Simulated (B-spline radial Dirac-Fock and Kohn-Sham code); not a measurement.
Photoionisation of lutetium ions at Mo Kα (17479.3 eV)

Model: independent-particle photoionisation in a Dirac-Hartree-Slater potential with a Latter tail, all multipoles, thresholds from Dirac-Fock ΔSCF. Program: a radial finite-basis atomic code. Cross sections in kb; a dash marks an empty subshell or a threshold above the photon energy.

```
 ion      configuration  total    2s  3p1/2  3p3/2     4s    4f7/2
  Lu  [Xe] 4f14 5d1 6s2  23.68  4.68  0.962   1.47  0.271  0.00240
Lu³⁺          [Xe] 4f14  23.68  4.68  0.962   1.47  0.271  0.00241
Lu⁴⁺          [Xe] 4f13  23.70  4.68  0.962   1.47  0.272  0.00236
```

Values without a named source are computed, but for edge energies of neutral atoms, which are taken from tables.
